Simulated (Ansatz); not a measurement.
Molecular dynamics of AlCl2H2N

Input:

```yaml
crystal:
  periodic: [false, false, false]
  atoms:
    - { symbol: Al, position_ang: [0.0, 0.0, 0.047044] }
    - { symbol: "N", position_ang: [0.0, 0.0, 1.799292] }
    - { symbol: H, position_ang: [-0.83255, -0.045929, 2.375291] }
    - { symbol: H, position_ang: [0.83255, 0.045929, 2.375291] }
    - { symbol: Cl, position_ang: [1.805678, 0.099237, -1.003459] }
    - { symbol: Cl, position_ang: [-1.805678, -0.099237, -1.003459] }
basis:
  gaussian: { orbitals: def2-SVP }
hamiltonian:
  xc: pbe0
  dispersion: d4
md:
  timestep: 0.5
  n_steps: 100
  ensemble: nve
  temperature: 2000.0
  initial_velocities: maxwell_boltzmann
  seed: 315445
```

Run as:

```bash
$ ansatz run input.yaml --threads 1 --pin off --max-ram 2048MiB --backend cpu --events-out ev --progress --plain --runs-dir out
```

It starts from a relaxed structure.

Output, in part (step lines, the closing report, with atoms numbered from 0):

```
md step     0: t =     0.00 fs  T =  2000.0 K  F+E_penalty+E_count = -33145.81711046 eV  E_kin = 1.034080 eV  conserved = -33144.78303046 eV  (27 SCF iters)
[... lines left out ...]
Total energy: -33145.04638353 eV, -1218.0579880753 hartree
Atom 0 at     0.113759     0.103267     0.231246 Å, force    -2.290774    -0.589568     1.461225 eV/Å
Atom 1 at    -0.134840    -0.095110     2.072655 Å, force    -1.348739     0.995786    -0.504455 eV/Å
Atom 2 at    -1.184747    -0.182799     2.285818 Å, force     1.990317     0.103157    -0.427496 eV/Å
Atom 3 at     0.264934     0.474638     2.860054 Å, force    -0.259210    -0.799135    -1.242991 eV/Å
Atom 4 at     1.583282     0.065116    -1.160668 Å, force     1.702948     0.153874    -0.314169 eV/Å
Atom 5 at    -1.590433    -0.114433    -1.105700 Å, force     0.205459     0.135886     1.027885 eV/Å
Dipole moment:     0.105381     0.270411     0.665609 e Å
```

The steps, from the saved trajectory:

```csv
time (fs),T (K),potential energy less start (eV),conserved less start (meV/atom)
0,2000,0.000,0.00
1.5,1841,0.084,0.25
3,1668,0.174,0.37
4.5,1644,0.185,0.11
6,1441,0.290,0.16
7.5,1154,0.440,0.47
9,1103,0.464,0.11
10.5,929,0.555,0.27
12,781,0.633,0.45
13.5,903,0.569,0.23
15,1000,0.518,0.11
16.5,962,0.539,0.46
18,1151,0.440,0.14
19.5,1230,0.399,0.13
21,1139,0.447,0.38
22.5,1193,0.419,0.26
24,1236,0.395,0.04
25.5,1038,0.500,0.39
27,995,0.521,0.26
28.5,986,0.525,0.10
30,806,0.620,0.39
31.5,808,0.619,0.36
33,947,0.545,0.07
34.5,873,0.584,0.30
36,853,0.595,0.33
37.5,910,0.564,0.04
39,717,0.665,0.32
40.5,596,0.728,0.39
42,650,0.699,0.12
43.5,549,0.752,0.24
45,446,0.806,0.45
46.5,552,0.749,0.09
48,494,0.780,0.28
49.5,466,0.796,0.42
```

All steps were run. The conserved energy stayed within 0.48 meV per atom of its start (net change 0.38 meV per atom), so the integration is sound. A run of 0.05 ps of so small a system gives no equilibrium averages.

The same pairs are bonded in the first frame and the last. Pairs count as bonded within 1.25 times the sum of covalent radii (0.12 Å more for H–H).

Last frame:

```xyz
6
Properties=species:S:1:pos:R:3
Al 0.114 0.103 0.231
N -0.135 -0.095 2.073
H -1.185 -0.183 2.286
H 0.265 0.475 2.860
Cl 1.583 0.065 -1.161
Cl -1.590 -0.114 -1.106
```

The run took 2.6 min on 1 thread of Intel(R) Xeon(R) 6975P-C (Granite Rapids), with other jobs on the host, peak memory 0.17 GiB.
